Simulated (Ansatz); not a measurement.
The cluster Pt3. The state is a triplet with charge 0. Geometry B3LYP-D4/def2-TZVP, that of the charge +1 doublet; atoms count from 1.

Cartesian coordinates in Å:
```
Pt -0.110 1.196 -0.850
Pt 0.409 -1.274 -0.518
Pt -0.299 0.078 1.368
```

In the def2 sets Pt takes a core potential; there is no spin–orbit coupling. The structure comes from a short search, and lower isomers may exist.

Q: Estimate the Mulliken populations from the PBE0/def2-TZVP orbitals of Ansatz.

A: 
| atom | charge (e) | spin (α − β) | d electrons |
| --- | --- | --- | --- |
| Pt1 | -0.05 | 0.40 | 9.21 |
| Pt2 | 0.02 | 0.79 | 8.97 |
| Pt3 | 0.03 | 0.81 | 8.95 |
Mulliken values and Mayer orders depend strongly on the basis.

Q: Where does the spin sit?

A: Summed by element: Pt 2.00, of 2 unpaired in all. Largest on single atoms: Pt3 0.81, Pt2 0.79, Pt1 0.40.

Q: And the Mayer bond orders between bonded heavy atoms (over 0.3)?

A: Pt1–Pt2 0.86 (2.55 Å); Pt1–Pt3 0.89 (2.49 Å); Pt2–Pt3 1.31 (2.43 Å).
